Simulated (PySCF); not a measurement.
Magnetisability: SMILES [Se]=[PH]1CC[SiH2]CC1, C4H11PSeSi

Molfile (atoms numbered from 1):
```
C4H11PSeSi
     RDKit          3D

 18 18  0  0  0  0  0  0  0  0999 V2000
   -2.5161   -1.1963   -1.1619 Se  0  0  0  0  0  2  0  0  0  0  0  0
   -1.4296   -0.5652    0.4936 P   0  0  0  0  0  5  0  0  0  0  0  0
    0.1492   -1.4544    0.7924 C   0  0  0  0  0  0  0  0  0  0  0  0
    1.0651   -1.2570   -0.4103 C   0  0  0  0  0  0  0  0  0  0  0  0
    1.5045    0.5807   -0.6447 Si  0  0  0  0  0  4  0  0  0  0  0  0
   -0.1338    1.5517   -0.6791 C   0  0  0  0  0  0  0  0  0  0  0  0
   -1.0027    1.2204    0.5292 C   0  0  0  0  0  0  0  0  0  0  0  0
   -2.0851   -0.7262    1.7236 H   0  0  0  0  0  0  0  0  0  0  0  0
   -0.0994   -2.5122    0.9335 H   0  0  0  0  0  0  0  0  0  0  0  0
    0.6053   -1.0795    1.7128 H   0  0  0  0  0  0  0  0  0  0  0  0
    0.5447   -1.6233   -1.2993 H   0  0  0  0  0  0  0  0  0  0  0  0
    1.9593   -1.8710   -0.2954 H   0  0  0  0  0  0  0  0  0  0  0  0
    2.2347    0.7730   -1.8957 H   0  0  0  0  0  0  0  0  0  0  0  0
    2.2856    1.0238    0.5216 H   0  0  0  0  0  0  0  0  0  0  0  0
    0.0408    2.6278   -0.7203 H   0  0  0  0  0  0  0  0  0  0  0  0
   -0.6917    1.2903   -1.5821 H   0  0  0  0  0  0  0  0  0  0  0  0
   -0.4921    1.4485    1.4687 H   0  0  0  0  0  0  0  0  0  0  0  0
   -1.9473    1.7753    0.5018 H   0  0  0  0  0  0  0  0  0  0  0  0
  1  2  2  0
  2  3  1  0
  3  4  1  0
  4  5  1  0
  5  6  1  0
  6  7  1  0
  7  2  1  0
  2  8  1  0
  3  9  1  0
  3 10  1  0
  4 11  1  0
  4 12  1  0
  5 13  1  0
  5 14  1  0
  6 15  1  0
  6 16  1  0
  7 17  1  0
  7 18  1  0
M  END
```

Theory: GIAO KT3/pcSseg-1 magnetisability, rotational g tensor and spin-rotation constants, non-relativistic, gas phase (PySCF 2.14.0). Geometry: GFN2-xTB.

The calculation is non-relativistic, which matters for the atoms heavier than Zn.

(1) What are the magnetisability and the molar susceptibility?

(2) Split it along the inertial axes a, b, c into diamagnetic and paramagnetic parts about the centre of mass, with the quadrupole moment.

(3) And the rotational g tensor?

Answers

(1) Isotropic -1786 × 10⁻³⁰ J/T², or -107.6 × 10⁻⁶ cm³/mol; principal values -1845, -1843, -1671 × 10⁻³⁰ J/T², anisotropy 173 × 10⁻³⁰ J/T² (root of half the summed squared differences of the principal values). The susceptibility is in cgs units.

(2) 
```tsv
axis	χ (10⁻⁶ cm³/mol)	diamagnetic (10⁻⁶ cm³/mol)	paramagnetic (10⁻⁶ cm³/mol)	summed x² of all electrons (Å²)	quadrupole Θ (D Å)
a	-106.6	-751.1	644.5	299.8	-7.94
b	-111.0	-1598.4	1487.4	100.1	+4.62
c	-105.1	-1696.5	1591.4	77.0	+3.32
```
Anisotropies 2χaa − χbb − χcc = +2.9 and 2χbb − χaa − χcc = -10.3 × 10⁻⁶ cm³/mol. Θ is traceless in Buckingham's convention.

(3) 
```tsv
axis	rotational constant (GHz)	g	nuclear part	electronic part
a	2.0564	-0.0151	0.6076	-0.6227
b	0.7535	-0.0066	0.5200	-0.5265
c	0.7172	-0.0080	0.5282	-0.5362
```
Asymmetric top; isotopes 12C, 1H, 31P, 80Se, 28Si; no vibrational averaging.
